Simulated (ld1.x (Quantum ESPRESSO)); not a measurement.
## Before and after: TM semilocal potential for bismuth

```json
{
  "Element": "Bi (Z = 83)",
  "Generator": "ld1.x (Quantum ESPRESSO) 7.5",
  "Type": "norm-conserving Troullier–Martins (semilocal form)",
  "Functional": "LDA (PZ)",
  "Relativity": "scalar-relativistic",
  "Frozen core": "[Xe] 4f14",
  "Valence charge": "15",
  "Reference configuration": "5d10 6s1 6p4",
  "Partial waves": "6p (bound): rc 2.00 bohr; 5d (bound): rc 2.00 bohr; 6s (bound): rc 1.85 bohr",
  "Local potential": "the s channel",
  "Core correction": "a·sin(br)/r model core inside 1.50 bohr"
}
```

All-electron outer shells of the reference configuration (LDA (PZ), scalar-relativistic, ld1.x):

```json
{"shell": "4f", "level (eV)": "-154.71", "outermost node (bohr)": "–", "outermost maximum (bohr)": "0.34"}
{"shell": "5p", "level (eV)": "-97.68", "outermost node (bohr)": "0.48", "outermost maximum (bohr)": "0.86"}
{"shell": "5d", "level (eV)": "-28.79", "outermost node (bohr)": "0.51", "outermost maximum (bohr)": "1.03"}
{"shell": "6s", "level (eV)": "-15.80", "outermost node (bohr)": "0.98", "outermost maximum (bohr)": "1.86"}
{"shell": "6p", "level (eV)": "-5.43", "outermost node (bohr)": "1.14", "outermost maximum (bohr)": "2.41"}
```

Change: wave 6s (bound): rc 1.85 bohr becomes 6s (bound): rc 2.42 bohr.

Cutoffs: the cutoffs (Ry, on a coarse ladder) from which the occupation-weighted sum of valence levels, in a spherical-Bessel basis at the reference potential, stays within 10 and 1 mRy of its value at 400 Ry; they do not see the model core or the augmentation charge, which bear on the density cutoff. Errors are all-electron minus pseudo energies relative to the spin-unpolarised reference configuration.

What does the change do?

The potential gets neither clearly harder nor softer (55 Ry and 90 Ry → 55 Ry and 90 Ry); the d channel sets the loose cutoff, while the largest relative change is in s, which becomes softer; of the 9 tests that both files solve, the error grows in 5 and shrinks in 4 by more than 15 % and 0.3 meV (median size 7.1 → 8.0 meV); neither file shows a bound ghost. A semilocal file is local in each channel, so a ghost entry of none says nothing of the separable form that plane-wave codes build from it.

```csv
quantity,base,changed
"cutoff, loose",55 Ry,55 Ry
"cutoff, tight",90 Ry,90 Ry
loose cutoff by channel (10 mRy a level),"p 10 Ry, d 45 Ry, s 21 Ry","p 10 Ry, d 45 Ry, s 12 Ry"
bound ghosts,none,none
"error for 5d10 6s2 6p3, meV [ΔE -10.18 eV]",+0.9,-3.7
"error for 5d10 6s2 6p2, meV [ΔE -2.02 eV]",-5.6,-12
"error for 5d10 6s2 6p1, meV [ΔE 13.54 eV]",-13,-20
"error for 5d10 6s0 6p5, meV [ΔE 10.54 eV]",-2.0,-8.0
"error for 5d9 6s2 6p3, meV [ΔE 23.27 eV]",-59,+11
"error for 5d10 6s1 6p0, meV [ΔE 83.17 eV]",-44,-32
"error for 5d10 6s2 6p2.5, meV [ΔE -6.97 eV]",-2.3,-7.9
"error for 5d10 6s1 6p4 (spin-polarised), meV [ΔE -1.02 eV]",+11,+3.0
"error for 5d10 6s2 6p3 (spin-polarised), meV [ΔE -11.20 eV]",+7.1,+3.0
```
